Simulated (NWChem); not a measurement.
System: CrNHOCl2; SMILES [NH]=[Cr](=[O])([Cl])[Cl]

NWChem input:

```
start job
memory heap 200 mb stack 900 mb global 1100 mb
geometry units angstroms
  Cr     0.284639    -0.179535    -0.180956
  O      1.798956    -0.089689     0.157454
  N     -0.105067    -1.144668    -1.440969
  H     -0.068312    -1.780516    -2.227080
  Cl    -0.438810     1.686006    -0.616697
  Cl    -0.747037    -0.879372     1.443650
end
basis spherical
  * library 6-31g*
end
dft
  xc b3lyp
  iterations 150
end
driver
  maxiter 120
end
task dft optimize
task dft freq
```

NWChem printed, in part:

```
             Northwest Computational Chemistry Package (NWChem) 7.3.0
             --------------------------------------------------------

 CS  symmetry detected

                             Geometry "geometry" -> ""
                             -------------------------

 Output coordinates in angstroms (scale by  1.889725989 to convert to a.u.)

  No.       Tag          Charge          X              Y              Z
 ---- ---------------- ---------- -------------- -------------- --------------
    1 Cr                  24.0000     0.36201722     0.03983296     0.00000000
    2 O                    8.0000     1.20092119     1.34826321     0.00000000
    3 N                    7.0000     1.21817260    -1.35228169     0.00000000
    4 H                    1.0000     1.96458303    -2.03528651     0.00000000
    5 Cl                  17.0000    -0.84669335    -0.00708348     1.65236179
    6 Cl                  17.0000    -0.84669335    -0.00708348    -1.65236179

 Effective nuclear repulsion energy (a.u.)     493.3709852852

      Symmetry information
      --------------------

 Group name             Cs
 Group number              2
 Group order               2
 No. of unique centers     5

                                Z-matrix (autoz)
                                --------

 Units are Angstrom for bonds and degrees for angles

      Type          Name      I     J     K     L     M      Value
      ----------- --------  ----- ----- ----- ----- ----- ----------
    1 Stretch                  1     2                       1.55427
    2 Stretch                  1     3                       1.63431
    3 Stretch                  1     5                       2.04780
    4 Stretch                  1     6                       2.04780
    5 Stretch                  3     4                       1.01174
    6 Bend                     1     3     4               164.05182
    7 Bend                     2     1     3               115.74225
    8 Bend                     2     1     5               109.74709
    9 Bend                     2     1     6               109.74709
   10 Bend                     3     1     5               106.83960
   11 Bend                     3     1     6               106.83960
   12 Bend                     5     1     6               107.58759
   13 Torsion                  2     1     3     4           0.00000
   14 Torsion                  4     3     1     5        -122.53675
   15 Torsion                  4     3     1     6         122.53675

                           NWChem Geometry Optimization
                           ----------------------------

 maximum gradient threshold         (gmax) =   0.000450
 rms gradient threshold             (grms) =   0.000300
 maximum cartesian step threshold   (xmax) =   0.001800
 rms cartesian step threshold       (xrms) =   0.001200
 fixed trust radius                (trust) =   0.300000
 source of zmatrix                         =   autoz

          -------------------
          Energy Minimization
          -------------------

 Using diagonal initial Hessian
 Scaling for Hessian diagonals: bonds = 1.00  angles = 0.25  torsions = 0.10

          --------
          Step   0

                                 NWChem DFT Module
                                 -----------------

 Summary of "ao basis" -> "ao basis" (spherical)
 ------------------------------------------------------------------------------
       Tag                 Description            Shells   Functions and Types
 ---------------- ------------------------------  ------  ---------------------
 Cr                          6-31g*                 12       34   5s4p2d1f
 O                           6-31g*                  6       14   3s2p1d
 N                           6-31g*                  6       14   3s2p1d
 H                           6-31g*                  2        2   2s
 Cl                          6-31g*                  8       18   4s3p1d

      Symmetry analysis of basis
      --------------------------

        a'         63
        a"         37

[...]

      ----------------------
      Optimization converged
      ----------------------

  Step       Energy      Delta E   Gmax     Grms     Xrms     Xmax
  ---- ---------------- -------- -------- -------- -------- --------
@    9   -2095.42755208 -7.7D-09  0.00001  0.00000  0.00016  0.00032
                                     ok       ok       ok       ok

                                Z-matrix (autoz)
                                --------

 Units are Angstrom for bonds and degrees for angles

      Type          Name      I     J     K     L     M      Value     Gradient
      ----------- --------  ----- ----- ----- ----- ----- ---------- ----------
    1 Stretch                  1     2                       1.53765   -0.00001
    2 Stretch                  1     3                       1.60886   -0.00001
    3 Stretch                  1     5                       2.14684    0.00000
    4 Stretch                  1     6                       2.14684    0.00000
    5 Stretch                  3     4                       1.02580   -0.00000
    6 Bend                     1     3     4               132.90635    0.00000
    7 Bend                     2     1     3               108.99433    0.00000
    8 Bend                     2     1     5               109.41736   -0.00000
    9 Bend                     2     1     6               109.41736   -0.00000
   10 Bend                     3     1     5               108.37984    0.00000
   11 Bend                     3     1     6               108.37984    0.00000
   12 Bend                     5     1     6               112.19240    0.00000
   13 Torsion                  2     1     3     4           0.00000   -0.00000
   14 Torsion                  4     3     1     5        -119.00342    0.00000
   15 Torsion                  4     3     1     6         119.00342   -0.00000

                         Geometry "geometry" -> "geometry"
                         ---------------------------------

 Output coordinates in angstroms (scale by  1.889725989 to convert to a.u.)

  No.       Tag          Charge          X              Y              Z
 ---- ---------------- ---------- -------------- -------------- --------------
    1 Cr                  24.0000     0.30775468    -0.05425480     0.00000000
    2 O                    8.0000     1.33313060     1.09159641     0.00000000
    3 N                    7.0000     1.09220312    -1.45891926     0.00000000
    4 H                    1.0000     2.08871684    -1.70229934     0.00000000
    5 Cl                  17.0000    -0.88474895     0.05511900     1.78182582
    6 Cl                  17.0000    -0.88474895     0.05511900    -1.78182582

 Effective nuclear repulsion energy (a.u.)     480.5578004509

      Symmetry information
      --------------------

 Group name             Cs
 Group number              2
 Group order               2
 No. of unique centers     5

[...]

 Rotational Constants
 --------------------
 A=   0.104759 cm-1  (  0.150721 K)
 B=   0.061695 cm-1  (  0.088764 K)
 C=   0.050812 cm-1  (  0.073105 K)

 Temperature                      =   298.15K
 frequency scaling parameter      =   1.0000

 Zero-Point correction to Energy  =   12.916 kcal/mol  (  0.020582 au)
 Thermal correction to Energy     =   16.835 kcal/mol  (  0.026829 au)
 Thermal correction to Enthalpy   =   17.428 kcal/mol  (  0.027773 au)

 Total Entropy                    =   80.996 cal/mol-K
   - Translational                =   40.965 cal/mol-K (mol. weight = 152.8840)
   - Rotational                   =   27.975 cal/mol-K (symmetry #  =        1)
   - Vibrational                  =   12.056 cal/mol-K

 Cv (constant volume heat capacity) =   20.005 cal/mol-K
   - Translational                  =    2.979 cal/mol-K
   - Rotational                     =    2.979 cal/mol-K
   - Vibrational                    =   14.046 cal/mol-K

[normal modes left out]

 ----------------------------------------------------------------------------
 Normal Eigenvalue ||           Projected Infra Red Intensities
  Mode   [cm**-1]  || [atomic units] [(debye/angs)**2] [(KM/mol)] [arbitrary]
 ------ ---------- || -------------- ----------------- ---------- -----------
    1        0.000 ||    0.000425           0.010         0.414       0.102
    2        0.000 ||    0.000073           0.002         0.071       0.017
    3        0.000 ||    0.000780           0.018         0.760       0.188
    4        0.000 ||    0.000230           0.005         0.225       0.055
    5        0.000 ||    0.001352           0.031         1.318       0.325
    6        0.000 ||    0.000205           0.005         0.200       0.049
    7      136.549 ||    0.000405           0.009         0.395       0.098
    8      223.970 ||    0.000494           0.011         0.481       0.119
    9      235.858 ||    0.004363           0.101         4.253       1.050
   10      248.963 ||    0.003847           0.089         3.750       0.926
   11      340.112 ||    0.016397           0.378        15.985       3.948
   12      435.690 ||    0.050397           1.163        49.129      12.133
   13      457.187 ||    0.050393           1.163        49.125      12.132
   14      612.442 ||    0.143508           3.311       139.898      34.550
   15      687.316 ||    0.131152           3.026       127.853      31.576
   16     1022.996 ||    0.071110           1.641        69.322      17.120
   17     1155.726 ||    0.138049           3.185       134.577      33.236
   18     3482.113 ||    0.134466           3.102       131.084      32.374
 ----------------------------------------------------------------------------
```

Level: B3LYP/6-31G* (spherical d).
